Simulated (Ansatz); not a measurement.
A nudged elastic band was laid between two geometries of C$_{2}$H$_{2}$I (5 atoms, charge 0, multiplicity 2).

All numbers below come from Ansatz, UKS PBE0/def2-SVP.

```json
{
 "movable images": "9",
 "climbing image": "yes",
 "spring": "5.0 eV/Å²",
 "optimiser": "quadratic models (default)",
 "start path": "through a guess of the saddle point",
 "force threshold": "0.05 eV/Å",
 "iteration limit": "46",
 "end points": "relaxed"
}
```

Initial state:

```xyz
5
Properties=species:S:1:pos:R:3
C -0.748 -0.619 -0.285
C -0.007 0.430 -0.134
I 1.856 0.356 0.954
H -0.848 -1.678 -0.066
H -0.203 1.438 -0.510
```

Final state:

```xyz
5
Properties=species:S:1:pos:R:3
C -0.443 -0.861 -0.047
C 0.114 0.311 -0.034
I 1.970 0.663 0.939
H -1.311 -1.411 -0.401
H -0.279 1.224 -0.498
```

Task: What changes between the two ends?

Result: No bond is made or broken.

Task: What energy profile does the band end with?

Result: The forces met the threshold. The highest image is number 7 of 0 to 10, 13.4 kJ/mol above the first end and 2.1 kJ/mol above the last; the last end lies 11.3 kJ/mol above the first. A vibrational analysis at the climbing image gives one clearly imaginary mode, 417i cm⁻¹: a first-order saddle point.

```csv
image,path coordinate (Å),energy (kJ/mol)
0,0.00,0.0
1,0.10,0.5
2,0.19,2.1
3,0.29,4.5
4,0.38,7.5
5,0.48,10.4
6,0.57,12.6
7,0.67,13.4
8,0.77,12.8
9,0.87,11.7
10,0.97,11.3
```

Task: What is the geometry of the highest image?

Result: 
```xyz
5
Properties=species:S:1:pos:R:3
C -0.556 -0.748 -0.157
C 0.074 0.363 -0.042
I 2.035 0.460 0.890
H -1.278 -1.518 -0.374
H -0.225 1.369 -0.359
```

Task: What are the harmonic wavenumbers there?

Result: 417i, 279, 479, 644, 717, 1062, 1670, 3183, 3428 cm⁻¹.

Time of the run: 12 min on 1 thread of Arm Neoverse V1 (shared host), peak memory 0.17 GiB.
